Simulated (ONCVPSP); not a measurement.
Varying the ONCV potential for Be (Z = 4)

Base potential:

beryllium, optimised norm-conserving Vanderbilt (ONCV), made with ONCVPSP 4.0.1 (LDA (Perdew-Wang 92), scalar-relativistic). Core none, reference 1s2 2s2. Waves: 1s+2s: rc 0.65 bohr, ncon 5, nbas 8, qcut 15.9 1/bohr, 2 projectors; p scattering state at 0.21 Ha: rc 0.55 bohr, ncon 5, nbas 9, qcut 17.2 1/bohr, 2 projectors, debl 2.1 Ha; d scattering state at 0.34 Ha: rc 0.65 bohr, ncon 3, nbas 6, qcut 15.5 1/bohr, 3 projectors, debl 1.5 Ha. Local part: polynomial inside 0.35 bohr (lpopt 5, dvloc0 0 Ha). Core correction: none.

All-electron outer shells of the reference configuration (LDA (PZ), scalar-relativistic, ld1.x):

```tsv
shell	level (eV)	outermost node (bohr)	outermost maximum (bohr)
1s	-104.93	–	0.27
2s	-5.61	0.60	2.04
```

Cutoffs, loose and tight: the cutoffs (Ha) at which the residual kinetic energy of the hardest occupied pseudo-wave falls to 1 and 0.1 mHa per electron. They do not see the model core or the augmentation charge, which bear on the density cutoff. Test errors are all-electron minus pseudo excitation energies from the reference, over the configurations 1s2 2s1; 1s2 2s0; 1s2 2s1.5; 1s1 2s2. A dash means not determined; rows that change the core or the reference have their own tests.

A true bound ghost makes a file unfit for plane-wave use even where its test errors are small: the radial tests pick states by their node count and pass the ghost by.

| change | outcome | cutoff, loose | cutoff, tight | bound ghosts | GHOST(+) flags above zero | largest test error (meV) |
| --- | --- | --- | --- | --- | --- | --- |
| base | generated | 120 Ha | 323 Ha | d | none | +444 |
| s: qcut 11.5; p: qcut 12.5; d: qcut 11.2 | generated | 345 Ha | 406 Ha | d | p | +699 |
| s: qcut 21.8 | generated | 156 Ha | 187 Ha | d | none | +288 |
| s: rc 0.76 | generated | 103 Ha | 120 Ha | d | none | +648 |
| fully relativistic | generated | 120 Ha | 320 Ha | d5/2, d3/2 | none | +444 |
| all radii scaled by about 0.95 (s 0.62, p 0.52, d 0.62 bohr); local potential polynomial inside 0.32 bohr (lpopt 5, dvloc0 0 Ha) | generated | 129 Ha | 376 Ha | d | none | +392 |
| p: debl 5.9 | generated | 120 Ha | 323 Ha | d | none | +444 |
| d: ncon 4, nbas 7 | generated | 120 Ha | 323 Ha | d | none | +444 |

Problem. What comes out with this change to the base: s: qcut 21.1?

Solution. outcome: generated; cutoff, loose: 152 Ha; cutoff, tight: 180 Ha; bound ghosts: d; GHOST(+) flags above zero: none; largest test error (meV): +299.
